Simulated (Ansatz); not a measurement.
Spectroscopic constants of Na₂+, multiplicity 2 (lowest of 2S+1 = 2, 4 at CCSD(T)/def2-TZVPP on PBE0 minima; our sources give no spin for the ground state, which may be another).

The constants come from a fifth-degree fit in 1/R (seven points, main isotopes). In def2 and cc sets the state is the lowest found near the PBE0 minimum, followed along R.

The values were computed with Ansatz (Gaussian basis) for Hartree–Fock, density functionals and correlated methods. Values without a source in brackets are computed.

| level | r_e (Å) | ω_e (cm⁻¹) | B_e (cm⁻¹) | α_e (cm⁻¹) |
|---|---|---|---|---|
| SVWN5/def2-TZVPP | 3.578 | 108 | 0.115 | 0.00095 |
| PBE/def2-TZVPP | 3.662 | 105 | 0.109 | 0.00092 |
| r2SCAN/def2-TZVPP | 3.629 | 114 | 0.111 | 0.00076 |
| B97M-V/def2-TZVPP | 3.586 | 96 | 0.114 | 0.0017 |
| B3LYP/def2-TZVPP | 3.621 | 108 | 0.112 | 0.00089 |
| PBE0/def2-TZVPP | 3.649 | 111 | 0.110 | 0.00076 |
| BHLYP/def2-TZVPP | 3.606 | 113 | 0.113 | 0.00075 |
| CAM-B3LYP/def2-TZVPP | 3.565 | 116 | 0.115 | 0.00072 |
| wB97X-V/def2-TZVPP | 3.651 | 118 | 0.110 | 0.00055 |
| B2PLYP/def2-TZVPP | 3.609 | 114 | 0.113 | 0.00073 |
| CCSD/def2-TZVPP | 3.623 | 121 | 0.112 | 0.00057 |
| CCSD/def2-QZVPP | 3.550 | 127 | 0.116 | 0.00061 |
| CCSD(T)/def2-TZVPP | 3.620 | 121 | 0.112 | 0.00057 |
| CCSD(T)/def2-QZVPP | 3.545 | 127 | 0.117 | 0.00061 |

Correlated levels freeze the inner cores; with def2 sets outer-core shells near the valence are correlated too.

Ansatz is a program for electronic structure.
